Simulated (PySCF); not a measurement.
BH8NPbSi.
Bonds: B1–N2, N2–Si3, N2–Pb4. Hydrogens: H5, H6 on B1; H7, H8, H9 on Si3; H10, H11, H12 on Pb4.

Level of theory: PySCF 2.14.0, PBE0-D3(BJ)/def2-SVP geometry optimisation, gas phase, def2 core potentials past Kr.

(1) How far are the bound atoms from Pb4?

(2) List the angles at Pb4.

(3) What is the shape at Pb4?

(4) What are the other bond lengths?

(5) Give some angles away from the centre.

(6) What are the rotational constants (commonest isotopes, rigid rotor)?

Results:

(1) 4 atoms: H10 1.748 Å, H12 1.758 Å, H11 1.759 Å, N2 2.190 Å. The nearest atom not counted as bound is B1, at 3.11 Å.

(2) 
| angle | degrees | distance of the outer atoms (Å) |
| --- | --- | --- |
| H10–Pb4–H11 | 115.0 | 2.96 |
| H10–Pb4–H12 | 114.6 | 2.95 |
| H11–Pb4–H12 | 112.1 | 2.92 |
| N2–Pb4–H12 | 105.3 | 3.15 |
| N2–Pb4–H11 | 105.1 | 3.15 |
| N2–Pb4–H10 | 103.3 | 3.10 |

(3) Distorted tetrahedral: angles from 103.3° to 115.0°; τ4 = (360° − α − β)/141° = 0.93 with α and β the two widest (0 for a square, 1 for a tetrahedron).

(4) B1–N2 1.401 Å; N2–Si3 1.753 Å; B1–H5, B1–H6 1.217 Å; Si3–H7, Si3–H8, Si3–H9 1.496 Å.

(5) B1–N2–Si3 123.4°, B1–N2–Pb4 118.2°, Si3–N2–Pb4 118.4°.

(6) A = 5706, B = 1258, C = 1062 MHz: a near-prolate asymmetric top.

Point group: near Cs, missed by 0.33 Å at most; the miss may be what the optimiser left on a soft mode. Charge 0, singlet. No PBE0-D3(BJ)/def2-SVP frequencies stand behind this structure, so it isn't proved a minimum.
